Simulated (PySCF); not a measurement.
These are PySCF with TPSSh-D3(BJ)/def2-TZVP // BP86-D3(BJ)/def2-SVP values and carry that method's errors. Isolated molecules, 0 K electronic values unless said otherwise. One relaxed conformer stands for a flexible species; it need not be the lowest. 

Reference species: [Mo(F)6] (neutral, multiplicity 1).

* **mean distance from the central atom to its bonded neighbours**: 1.843 Å
* **charge on the central atom (Mulliken)**: 2.04 e

Changed species: [Mo(F)4(NH2)2] (2 of 6 F replaced by NH2; the reference has 0 of 6 F replaced by NH2).

Question: Give the shifts of the mean distance from the central atom to its bonded neighbours and charge on the central atom (Mulliken).

Answer: the mean distance from the central atom to its bonded neighbours rises by 0.059 Å, to 1.902 Å; the charge on the central atom (Mulliken) decreases by 0.33 e, to 1.71 e.
